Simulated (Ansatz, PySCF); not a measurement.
Process, species as SMILES: C[Si](C)(C)O [hydroxy(trimethyl)silane] + 4 [H][H] (H2) → 3 C (CH4) + O (H2O) + [SiH4] (SiH4)
Structures are relaxed separately at B3LYP-D3(BJ)/def2-TZVP in Ansatz (an electronic-structure program), one conformer each, not searched for the lowest. Frequencies are from Ansatz or PySCF.
Geometry of the first species:
```
Si
O 1 1.6645
H 2 0.9597 1 118.16
C 1 1.8653 2 104.90 3 180.00
H 4 1.0919 1 110.92 2 -59.94
H 4 1.0919 5 107.88 1 -121.66
H 4 1.0925 5 107.98 6 -116.47
C 1 1.8744 2 110.33 3 -60.44
H 8 1.0921 1 111.02 2 -57.78
H 8 1.0930 9 107.89 1 121.89
H 8 1.0932 9 107.83 10 115.71
C 1 1.8744 2 110.33 3 60.44
H 12 1.0921 1 111.02 2 57.78
H 12 1.0930 13 107.89 1 -121.89
H 12 1.0932 13 107.83 14 -115.71
```
Charge 0, spin multiplicity 1.

Wanted: energy of full hydrogenation (0 K, with B3LYP-D3(BJ) harmonic zero-point energies), in eV. Cores are frozen in the correlated levels unless marked. No spin-orbit coupling. No relativistic terms. CBS(X,Y): correlation extrapolated as X^-3; Hartree-Fock from the larger set.

```json
[
 {"level": "BHLYP/def2-TZVPD", "program": "Ansatz", "energy of full hydrogenation (eV)": "0.18"},
 {"level": "r2SCAN0/def2-TZVPD", "program": "Ansatz", "energy of full hydrogenation (eV)": "___"},
 {"level": "wB97X/def2-TZVPD", "program": "Ansatz", "energy of full hydrogenation (eV)": "___"},
 {"level": "CCSD/aug-cc-pV(D+d)Z", "program": "Ansatz", "energy of full hydrogenation (eV)": "0.05"},
 {"level": "CCSD(T)/CBS(cc-pV(T+d)Z,cc-pV(Q+d)Z)", "program": "Ansatz", "energy of full hydrogenation (eV)": "0.68"}
]
```

Some entries are withheld; supply them.


- r2SCAN0/def2-TZVPD, energy of full hydrogenation (eV): 0.58
- wB97X/def2-TZVPD, energy of full hydrogenation (eV): 0.38
